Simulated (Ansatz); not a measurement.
A nudged elastic band was laid between two geometries of Cl2H4Si2 + H2O (11 atoms, charge 0, multiplicity 1).

These are results of RKS B3LYP-D4/def2-SVP (Ansatz), not measurements.

```json
{"movable images": "7", "climbing image": "yes", "spring": "5.0 eV/Å²", "optimiser": "quadratic models (default)", "start path": "through a guess of the saddle point", "force threshold": "0.03 eV/Å", "iteration limit": "49", "end points": "relaxed"}
```

Image 0:

```xyz
11
Properties=species:S:1:pos:R:3
Si -0.552 0.833 -0.942
Si 1.039 -0.832 -0.495
Cl -0.268 1.533 -2.889
Cl -0.212 2.458 0.344
H -1.980 0.458 -0.842
H -0.683 -1.054 2.218
O -0.961 -0.289 1.697
H 0.363 -2.145 -0.273
H 1.846 -0.470 0.707
H 1.966 -0.968 -1.660
H -0.558 0.476 2.135
```

Image 8:

```xyz
11
Properties=species:S:1:pos:R:3
Si -1.508 1.373 -0.359
Si 1.650 -1.335 0.126
Cl -1.145 0.031 -1.898
Cl 0.187 2.538 -0.149
H -2.661 2.221 -0.701
H 0.543 -0.880 1.022
O -1.865 0.579 1.032
H 1.172 -2.499 -0.669
H 2.793 -1.750 0.988
H 2.056 -0.216 -0.762
H -1.224 -0.061 1.370
```

**Question.** What changes between the two ends?

**Answer.** Bonds broken: Si1–Si2, H6–O7. Bonds formed: Si1–O7, Si2–H6. Cl2H4Si2 + H2O becomes Cl2H2OSi + H4Si.

**Question.** Give the energies along the band, and the barrier.

**Answer.** It converged. The highest image is number 4 of 0 to 8, 187.3 kJ/mol above the first end and 281.7 kJ/mol above the last; the last end lies 94.4 kJ/mol below the first. Neighbouring images differ by up to 2.0 eV, so the band resolves the path poorly. A vibrational analysis at the climbing image gives one clearly imaginary mode, 1126i cm⁻¹: a first-order saddle point. The orbitals stay closed-shell, which can raise the energy where a bond breaks towards radicals; this wasn't checked here.

```csv
image,path coordinate (Å),energy (kJ/mol),Si1–Si2 (Å),H6–O7 (Å),Si1–O7 (Å)
0,0.00,0.0,2.35,0.97,2.90
1,1.33,2.7,2.34,0.97,2.91
2,2.65,10.1,2.34,0.97,2.97
3,3.98,62.5,2.39,0.97,2.45
4,5.31,187.3,2.84,1.13,1.84
5,6.14,-5.0,3.30,1.82,1.67
6,6.97,-75.4,3.83,2.34,1.65
7,7.80,-92.3,4.11,2.80,1.64
8,8.63,-94.4,4.19,2.82,1.64
```

**Question.** What is the geometry of the highest image?

**Answer.** 
```xyz
11
Properties=species:S:1:pos:R:3
Si -0.832 0.909 -0.322
Si 1.304 -0.966 -0.201
Cl -1.100 0.198 -2.266
Cl 0.630 2.359 0.044
H -2.050 1.744 -0.183
H -0.286 -0.618 0.944
O -1.310 -0.170 1.093
H 1.054 -2.373 -0.656
H 2.293 -1.016 0.932
H 1.972 -0.238 -1.320
H -1.677 0.172 1.935
```

Time of the run: 11 min on 2 threads of Intel(R) Xeon(R) 6975P-C (Granite Rapids) (shared host), peak memory 0.31 GiB.
